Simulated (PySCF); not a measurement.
## Calculated data, B3H4O, C2H6BF

Computed with PySCF 2.14.0. Calculation on a computer-drawn molecule: optimised geometry and harmonic frequencies of an isolated molecule of the commonest isotopes, restricted reference for singlets and unrestricted otherwise, frozen core in MP2.

Common to all runs: charge 0; method HF; basis cc-pVDZ.

(1) B3H4O

Start structure:
```xyz
8
B3H4O
B      0.7449    -0.9217     2.3891
B      1.3034    -0.6527     1.0533
B     -0.0522    -0.7486    -0.0412
O     -0.9958     0.1651    -0.0034
H      0.1257    -1.2423     3.3640
H      2.3276    -0.4419     0.5433
H     -0.0482    -1.6519    -0.8338
H     -1.7224     0.0439    -0.6324
```

Here we set multiplicity 2.

It finds rotational constants 24.69, 3.956, 3.7 GHz; total energy -151.2053 hartree; spin squared 0.7578; convergence status largest gradient component 3.771e-05 hartree/bohr.

Drawn bonds:
| atom | other atom | order |
| --- | --- | --- |
| 1 | 2 | 1 |
| 2 | 3 | 1 |
| 3 | 4 | 1 |
| 1 | 5 | 1 |
| 2 | 6 | 1 |
| 3 | 7 | 1 |
| 4 | 8 | 1 |

Optimised structure:
```xyz
8
B3H4O
B      0.8362    -1.0617     2.6133
B      1.0370    -0.6715     1.0852
B     -0.1560    -0.7448    -0.1390
O     -1.0304     0.2753    -0.3193
H      0.6895    -1.3620     3.7486
H      2.1535    -0.3281     0.7734
H     -0.2235    -1.7018    -0.8799
H     -1.6233     0.1445    -1.0435
```

Modes:
| frequency (cm⁻¹) | reduced mass (dalton) |
| --- | --- |
| 92.48 | 3.053 |
| 196.3 | 2.076 |
| 300.5 | 2.339 |
| 430.7 | 1.234 |
| 557.7 | 1.133 |
| 655.2 | 2.193 |
| 739.6 | 1.337 |
| 757.9 | 1.934 |
| 948.6 | 1.565 |
| 985.7 | 1.632 |
| 1073 | 1.052 |
| 1182 | 3.814 |
| 1267 | 2.019 |
| 1416 | 3.45 |
| 2609 | 1.089 |
| 2640 | 1.09 |
| 2870 | 1.108 |
| 4162 | 1.066 |

(2) C2H6BF

Start structure:
```xyz
10
C2H6BF
C     -0.2500     0.3191     0.7948
C      1.0375     1.2229     0.7901
B      2.3566     0.4396     0.4560
F      3.4491     1.1132     0.4620
H     -0.3995    -0.1781    -0.1948
H     -0.1559    -0.4703     1.6185
H     -1.1164     0.9383     1.0406
H      0.9007     1.9690     0.0409
H      1.1778     1.6279     1.7939
H      2.4873    -0.7068     0.1756
```

Settings of this run: multiplicity 1.

Results for C2H6BF: rotational constants 31.4, 3.567, 3.333 GHz; total energy -203.4191 hartree; convergence status largest gradient component 1.604e-05 hartree/bohr.

Drawn bonds:
| atom | other atom | order |
| --- | --- | --- |
| 1 | 2 | 1 |
| 2 | 3 | 1 |
| 3 | 4 | 1 |
| 1 | 5 | 1 |
| 1 | 6 | 1 |
| 1 | 7 | 1 |
| 2 | 8 | 1 |
| 2 | 9 | 1 |
| 3 | 10 | 1 |

Optimised structure:
```xyz
10
C2H6BF
C     -0.2367     0.3152     0.8111
C      1.0227     1.1838     0.7939
B      2.3610     0.4353     0.4560
F      3.5004     1.1282     0.4488
H     -0.4034    -0.1611    -0.1585
H     -0.1587    -0.4820     1.5549
H     -1.1275     0.9004     1.0481
H      0.9182     2.0024     0.0689
H      1.1613     1.6871     1.7599
H      2.4500    -0.7344     0.1946
```

Modes:
| frequency (cm⁻¹) | reduced mass (dalton) |
| --- | --- |
| 32.84 | 2.333 |
| 230.4 | 1.126 |
| 253.8 | 2.868 |
| 454.9 | 5.054 |
| 568.4 | 1.207 |
| 915 | 1.196 |
| 933.9 | 2.17 |
| 1070 | 1.664 |
| 1134 | 1.582 |
| 1134 | 2.094 |
| 1170 | 1.605 |
| 1317 | 2.192 |
| 1358 | 1.235 |
| 1486 | 2.249 |
| 1521 | 1.173 |
| 1537 | 1.175 |
| 1597 | 1.054 |
| 1603 | 1.038 |
| 2715 | 1.094 |
| 3147 | 1.062 |
| 3174 | 1.04 |
| 3176 | 1.095 |
| 3241 | 1.103 |
| 3247 | 1.103 |
